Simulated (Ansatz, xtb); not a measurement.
# C3H5AlF4: where a starting geometry ends

The starting geometry of this gas-phase singlet was built from a drawn formula by distance geometry and a force field; its bonds are those of `F[CH2][AlH][CH2]C(F)(F)F`.

```yaml
atoms:
  - { symbol: C, position_ang: [-1.3769, -0.9579, -1.6709] }
  - { symbol: C, position_ang: [-0.5306, 0.7673, 1.2344] }
  - { symbol: C, position_ang: [0.8832, 0.3470, 0.8925] }
  - { symbol: Al, position_ang: [-1.8752, 0.1403, -0.0680] }
  - { symbol: F, position_ang: [-0.5021, -0.2218, -2.4788] }
  - { symbol: F, position_ang: [1.2533, 0.8364, -0.3255] }
  - { symbol: F, position_ang: [0.9792, -1.0657, 0.8637] }
  - { symbol: F, position_ang: [1.7587, 0.7629, 1.8975] }
  - { symbol: H, position_ang: [-0.8689, -1.8933, -1.3088] }
  - { symbol: H, position_ang: [-2.2798, -1.2156, -2.2684] }
  - { symbol: H, position_ang: [-3.4326, 0.4657, 0.1291] }
  - { symbol: H, position_ang: [-0.8212, 0.3599, 2.2391] }
  - { symbol: H, position_ang: [-0.6027, 1.8751, 1.2987] }
```

Task: Predict what becomes of its bonds when it is optimised with r2SCAN-D4/def2-SVP.

Result: A new bond forms, giving a structure with F5 bridging C1 and Al4, given below by its coordinates. Distances that change by over a tenth: C1–F5 (1.40 → 1.56 Å). Contacts that close: Al4–F5 (2.80 → 1.94 Å).

The energy falls by 0.55 eV over 27 steps:

| step | E − E(last) (eV) |
| --- | --- |
| 1 | 0.546 |
| 4 | 0.273 |
| 7 | 0.265 |
| 10 | 0.221 |
| 13 | 0.030 |
| 15 | 0.018 |
| 18 | 0.014 |
| 21 | 0.003 |
| 24 | 0.000 |
| 27 | 0.000 |

Final geometry (Å):

```yaml
atoms:
  - { symbol: C, position_ang: [-1.3188, -1.0588, -1.5643] }
  - { symbol: C, position_ang: [-0.5138, 0.8017, 1.1143] }
  - { symbol: C, position_ang: [0.8140, 0.1354, 0.9678] }
  - { symbol: Al, position_ang: [-1.9040, 0.0813, -0.0925] }
  - { symbol: F, position_ang: [-1.4074, 0.4538, -1.9314] }
  - { symbol: F, position_ang: [1.2878, 0.2409, -0.2995] }
  - { symbol: F, position_ang: [0.7399, -1.1893, 1.2425] }
  - { symbol: F, position_ang: [1.7710, 0.6381, 1.7729] }
  - { symbol: H, position_ang: [-0.2654, -1.3115, -1.7399] }
  - { symbol: H, position_ang: [-1.9812, -1.5476, -2.2904] }
  - { symbol: H, position_ang: [-3.4383, 0.3669, 0.1572] }
  - { symbol: H, position_ang: [-0.8256, 0.7082, 2.1687] }
  - { symbol: H, position_ang: [-0.3738, 1.8812, 0.9296] }
```

From the same start GFN2-xTB reaches the same bonding as this run.

The end wasn't checked by frequencies. Run with Ansatz 0.2.0, 3.9 min on 2 threads of AMD EPYC (Zen 3), on a shared host.
